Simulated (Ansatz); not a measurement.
Li₅H₅, relaxed as a singlet with RKS r2SCAN-D4/def2-TZVP in Ansatz, starting from the GFN2-xTB geometry. Force threshold 0.02 eV/Å.

Another isomer (singlet) lies 0.81 eV lower at PBE0-D4/def2-TZVP; other spin states weren't run for this one.

Start:

Cartesian coordinates in Å:
```
Li 0.7497 1.6905 0.9006
Li -1.3112 -0.0798 -1.9420
Li 1.0874 -0.5281 -0.7087
Li 1.1361 -0.7448 2.0112
Li -1.2229 -0.1568 0.8397
H -0.2613 -1.3275 1.3946
H -0.7018 1.2977 0.2833
H 1.6850 0.7547 1.7894
H -2.5671 0.1316 -2.5879
H 1.4062 -1.0375 -1.9802
```

```json
{"step": "1", "energy (eV)": "-1101.6415", "largest force component (eV/Å)": "1.667", "SCF passes": "23"}
{"step": "2", "energy (eV)": "-1102.7086", "largest force component (eV/Å)": "0.784", "SCF passes": "24"}
{"step": "3", "energy (eV)": "-1103.2130", "largest force component (eV/Å)": "0.450", "SCF passes": "25"}
{"step": "4", "energy (eV)": "-1103.5564", "largest force component (eV/Å)": "0.440", "SCF passes": "25"}
{"step": "5", "energy (eV)": "-1103.8650", "largest force component (eV/Å)": "0.545", "SCF passes": "25"}
{"step": "6", "energy (eV)": "-1104.1018", "largest force component (eV/Å)": "0.586", "SCF passes": "24"}
{"step": "7", "energy (eV)": "-1104.3323", "largest force component (eV/Å)": "0.626", "SCF passes": "24"}
{"step": "8", "energy (eV)": "-1104.5333", "largest force component (eV/Å)": "0.485", "SCF passes": "24"}
{"step": "9", "energy (eV)": "-1104.6185", "largest force component (eV/Å)": "0.212", "SCF passes": "25"}
{"step": "10", "energy (eV)": "-1104.6646", "largest force component (eV/Å)": "0.115", "SCF passes": "24"}
{"step": "11 (rejected)", "energy (eV)": "-1104.6545", "largest force component (eV/Å)": "0.227", "SCF passes": "24"}
{"step": "12", "energy (eV)": "-1104.6829", "largest force component (eV/Å)": "0.028", "SCF passes": "23"}
{"step": "13", "energy (eV)": "-1104.6884", "largest force component (eV/Å)": "0.029", "SCF passes": "23"}
{"step": "14", "energy (eV)": "-1104.6918", "largest force component (eV/Å)": "0.049", "SCF passes": "21"}
{"step": "15", "energy (eV)": "-1104.6930", "largest force component (eV/Å)": "0.032", "SCF passes": "22"}
{"step": "16", "energy (eV)": "-1104.6941", "largest force component (eV/Å)": "0.019", "SCF passes": "21"}
{"step": "17", "energy (eV)": "-1104.6945", "largest force component (eV/Å)": "0.008", "SCF passes": "19"}
```

Force components are those of the run's own axes.

End:

```xyz
10

Li    0.919    1.896    1.249
Li   -0.857   -0.687   -2.412
Li    0.797   -0.098   -0.336
Li    0.930   -0.934    2.066
Li   -1.598    0.026    0.130
H    -0.301   -1.119    0.907
H    -0.319    1.419    0.188
H     1.853    0.479    1.636
H    -2.231   -0.418   -1.426
H     0.807   -0.565   -2.003
```

Bonds formed: Li2–H10, Li5–H9 (atoms count from 1). Metal–metal contacts that move far: Li1–Li5 2.70 to 3.33 Å, Li4–Li5 2.70 to 3.32 Å.

The force fell under the threshold at step 16, but the optimiser went on. No frequencies were taken in this run, so the end may be a saddle point.

It took 20 s on 4 threads of Arm Neoverse V2 on a shared host.
